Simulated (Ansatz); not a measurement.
`C[CH2][Mg][Cl]` + H₂ → `[CH3][Mg][Cl]` + CH₄ at 400 K and 1 bar (hydrogenolysis of a C–C bond).

Calculated with Ansatz (gas phase, PBE0-D4/def2-TZVP geometries, no zero-point term in ΔE). CCSD(T)/CBS is the MP2 limit (def2-TZVPP, def2-QZVPP) plus CCSD(T) − MP2 in def2-TZVPP, frozen cores. This one scheme is used for every species. For Mg outer-core shells are correlated without core-valence functions, which leaves a few kJ/mol of doubt a bond. One conformer a species, not always the lowest.

```
         species  CCSD(T)/CBS energy (Eh)  H − E (kJ/mol)  S (J/(mol·K))
`C[CH2][Mg][Cl]`               -738.85772           199.7          363.4
              H₂                 -1.17544            38.0          139.0
 `[CH3][Mg][Cl]`               -699.60606           117.5          311.7
             CH₄                -40.46206           131.3          197.2
```

H − E and S are ideal-gas, rigid-rotor, harmonic terms from PBE0-D4/def2-TZVP, for one conformer and one mirror image of each species. For small species the MP2-based limit differs from directly extrapolated CCSD(T) by up to some mEh (0.8 for H₂); such offsets cancel only in part. 1 Eh = 2625.50 kJ/mol, R = 8.31446 J/(mol·K).

Task: By hand: ΔE, ΔH, ΔS and ΔG.

Result: ΔE = (-699.60606) + (-40.46206) − (-738.85772) − (-1.17544) = -0.03496 Eh = -91.8 kJ/mol. Δ(H − E) = 117.5 + 131.3 − 199.7 − 38.0 = 11.1, so ΔH = -80.7 kJ/mol. ΔS = 311.7 + 197.2 − 363.4 − 139.0 = 6.5 J/(mol·K). ΔG = -80.7 − 400 × (6.5)/1000 = -83.3 kJ/mol.

Task: By hand: the equilibrium constant, and the temperature at which ΔG would vanish if ΔH and ΔS stayed fixed.

Result: log₁₀ K = −ΔG/(RT ln 10) = 10.9. ΔH and −TΔS have one sign here, so there is no such temperature.

The number of gas molecules stays the same, so ΔS is small and ΔH decides. A doubt of 5 kJ/mol in ΔE shifts log₁₀ K by 0.7 here. Other conformers and mirror images would add mixing entropy, several J/(mol·K) or more a flexible species. These are equilibria of isolated gas molecules and say nothing of rates. Largest T1 diagnostic: 0.008 (customary marks: 0.02 for closed shells, 0.045 for open ones).

ΔS is within the doubt of such terms, so its sign, and with it that verdict, could turn.
